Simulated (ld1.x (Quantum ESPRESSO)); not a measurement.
# Varying the RRKJ potential for O (Z = 8)

Base potential:

ld1.x (Quantum ESPRESSO) 7.5 input, shortened:

```
&input
   title='O', zed=8., rel=0, dft='PBE', iswitch=3,
   config='[He] 2s2 2p3.5 3d-2'
 /
 &inputp
   pseudotype=2, tm=.false., rho0=0.01, lloc=0,
   nlcc=.false.
 /
3
2P  2  1   3.50   0.00  2.05  2.05  0.0
3D  3  2  -2.00   0.25  1.95  1.95  0.0
2S  1  0   2.00   0.00  0.65  0.65  0.0
 &test
   configts(1)='2s2 2p3.5'
 /
```

Cutoffs, loose and tight: the cutoffs (Ry, on a coarse ladder) from which the occupation-weighted sum of valence levels, in a spherical-Bessel basis at the reference potential, stays within 10 and 1 mRy of its value at 400 Ry. They do not see the model core or the augmentation charge, which bear on the density cutoff. Test errors are all-electron minus pseudo excitation energies from the reference, over the configurations 2s2 2p4; 2s2 2p3; 2s2 2p2; 2s2 2p0; 2s1 2p4; 2s0 2p6; 2s2 2p1. A dash means not determined; rows that change the core or the reference have their own tests. The largest error is taken over the tests solved by every variant that gives reliable tests at all: 2s0 2p6; 2s1 2p4; 2s2 2p0; 2s2 2p1; 2s2 2p3; 2s2 2p4.

A true bound ghost makes a file unfit for plane-wave use even where its test errors are small: the radial tests pick states by their node count and pass the ghost by.

| change | outcome | cutoff, loose | cutoff, tight | bound ghosts | largest test error (meV) |
| --- | --- | --- | --- | --- | --- |
| base | generated | 140 Ry | 300 Ry | none | +8196 |
| core correction a·sin(br)/r model core inside 0.54 bohr | generated | 140 Ry | 300 Ry | none | +8161 |
| all radii scaled by about 1.14 (s 0.74, p 2.34, d 2.22 bohr) | generated | 80 Ry | 200 Ry | none | +12024 |
| wave 2p (bound): rc 2.05 bohr becomes 2p (bound): rc 2.08 bohr | generated | 140 Ry | 300 Ry | none | +8196 |
| wave 3d channel at 0.25 Ry: rc 1.95 bohr becomes 3d channel at 0.25 Ry: rc 2.66 bohr | generated | 140 Ry | 300 Ry | none | +8196 |
| wave 3d channel at 0.25 Ry: rc 1.95 bohr becomes 3d channel at 1.67 Ry: rc 1.95 bohr | generated | 140 Ry | 300 Ry | none | +8196 |
| reference 2s2 2p3.75 | generated | 140 Ry | 300 Ry | none | +8630 |
| scalar-relativistic | generated | 140 Ry | 300 Ry | none | +8202 |
| core correction a·sin(br)/r model core inside 0.60 bohr | generated | 140 Ry | 300 Ry | none | +8162 |

Q: What comes out with this change to the base: local potential all-electron potential smoothed inside 1.30 bohr (lloc = -1)?

A: outcome: generated; cutoff, loose: 300 Ry; cutoff, tight: over 300 Ry; bound ghosts: none; largest test error (meV): +8089.

Q: What comes out with this change to the base: wave 2s (bound): rc 0.65 bohr becomes 2s (bound): rc 0.60 bohr?

A: outcome: generated; cutoff, loose: 200 Ry; cutoff, tight: over 300 Ry; bound ghosts: none; largest test error (meV): +8211.

Q: What comes out with this change to the base: type PAW; waves now 2s (bound): rcut 0.55, rcutus 0.65 bohr; 2s channel at -1.6 Ry: rcut 0.55, rcutus 0.65 bohr; 2p (bound): rcut 1.80, rcutus 2.05 bohr; 2p channel at 1.7 Ry: rcut 1.80, rcutus 2.05 bohr; 3d channel at 0.25 Ry: rcut 1.70, rcutus 1.95 bohr; 3d channel at 1.05 Ry: rcut 1.70, rcutus 1.95 bohr; local potential all-electron potential smoothed inside 0.90 bohr (lloc = -1); core correction a·sin(br)/r model core, default radius (ld1.x builds one for every PAW set, though the input has nlcc=.false.); augmentation PSQ, inside the norm-conserving radii; rho0 0?

A: outcome: generated; cutoff, loose: 55 Ry; cutoff, tight: 80 Ry; bound ghosts: s; largest test error (meV): -537.
